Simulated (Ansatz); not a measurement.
C2H8AlClSi, SMILES `C[SiH2][AlH][CH2]Cl`, one more setting.

```yaml
crystal:
  periodic: [false, false, false]
  atoms:
    - {symbol: C, position_ang: [-1.264535, 1.464924, 0.523409]}
    - {symbol: Si, position_ang: [-0.281575, 0.200991, 1.519080]}
    - {symbol: Al, position_ang: [1.029858, -1.274513, 0.072012]}
    - {symbol: C, position_ang: [1.220849, -0.713840, -1.806873]}
    - {symbol: Cl, position_ang: [-0.343193, -1.695627, -1.926549]}
    - {symbol: H, position_ang: [-0.595977, 2.107168, -0.054780]}
    - {symbol: H, position_ang: [-1.938449, 0.964886, -0.175885]}
    - {symbol: H, position_ang: [-1.862623, 2.101831, 1.178673]}
    - {symbol: H, position_ang: [-1.219720, -0.588636, 2.372749]}
    - {symbol: H, position_ang: [0.616127, 0.927286, 2.470328]}
    - {symbol: H, position_ang: [1.765425, -2.621997, 0.471888]}
    - {symbol: H, position_ang: [1.925200, -1.194440, -2.481499]}
    - {symbol: H, position_ang: [0.969014, 0.287271, -2.147653]}
basis:
  gaussian: {orbitals: 6-31G}
magnetization: {spin_polarized: true, initial_magnetization: 2}
hamiltonian: {xc: {name: LC-wPBE}}
scf: {lower_state_search: full}
output: {forces: true}
```

```sh
$ ansatz run in.yaml --threads 4 --pin off --events-out ev --progress --plain --max-ram 10444MiB
```

Output, abridged:

```
Functional definition: LC-wPBE
928 factors; integrals over basis functions are off by at most 2.0e-4 eV
443 factors; integrals over basis functions are off by at most 1.3e-5 eV
mean field evaluation 1: about -29177.8180 eV, gradient 2.6e1 eV
mean field evaluation 2: about -29177.8080 eV, gradient 2.6e1 eV
mean field evaluation 4: about -29182.6217 eV, gradient 2.8e0 eV
mean field evaluation 8: about -29183.1906 eV, gradient 7.6e-1 eV
mean field evaluation 16: about -29183.3151 eV, gradient 5.9e-2 eV
mean field evaluation 64: about -29182.7535 eV, gradient 7.4e-1 eV
mean field evaluation 128: about -29182.8088 eV, gradient 1.2e0 eV
mean field -29183.31518416 eV, -1072.4670518562 hartree, gradient 6.2e-5 eV, S^2 2.003539; 7 other end points of the search recorded, 0 dependent functions left out
reference -29183.31518417 eV, -1072.4670518566 hartree; 33, 31 occupied and 40, 42 virtual orbitals, 928 factors
Total energy: -29183.31518417 eV, -1072.4670518566 hartree
Atom 0 at    -1.264535     1.464924     0.523409 Å, force     0.211677    -0.135379    -0.896026 eV/Å
Atom 1 at    -0.281575     0.200991     1.519080 Å, force    -1.026767     1.152816     1.460015 eV/Å
Atom 2 at     1.029858    -1.274513     0.072012 Å, force     3.081058    -0.254671     0.165947 eV/Å
Atom 3 at     1.220849    -0.713840    -1.806873 Å, force    -0.162336     0.787455     0.141970 eV/Å
Atom 4 at    -0.343193    -1.695627    -1.926549 Å, force    -2.441405    -1.150066    -2.115586 eV/Å
Atom 5 at    -0.595977     2.107168    -0.054780 Å, force    -0.057070     0.048381     0.009522 eV/Å
Atom 6 at    -1.938449     0.964886    -0.175885 Å, force    -0.041893     0.049703     0.018602 eV/Å
Atom 7 at    -1.862623     2.101831     1.178673 Å, force     0.064528    -0.097935     0.269306 eV/Å
Atom 8 at    -1.219720    -0.588636     2.372749 Å, force     0.011189    -0.412896    -0.035819 eV/Å
Atom 9 at     0.616127     0.927286     2.470328 Å, force     0.269077    -0.009454    -0.006726 eV/Å
Atom 10 at     1.765425    -2.621997     0.471888 Å, force    -0.450183    -0.126862     0.585002 eV/Å
Atom 11 at     1.925200    -1.194440    -2.481499 Å, force     0.343991     0.063827     0.359223 eV/Å
Atom 12 at     0.969014     0.287271    -2.147653 Å, force     0.198134     0.085080     0.044570 eV/Å
Dipole moment:    -0.391498     0.724954     0.205950 e Å
```

It took 11 s on 4 threads of an Arm Neoverse V2 on a shared host, with 0.24 GiB of host memory at the peak.
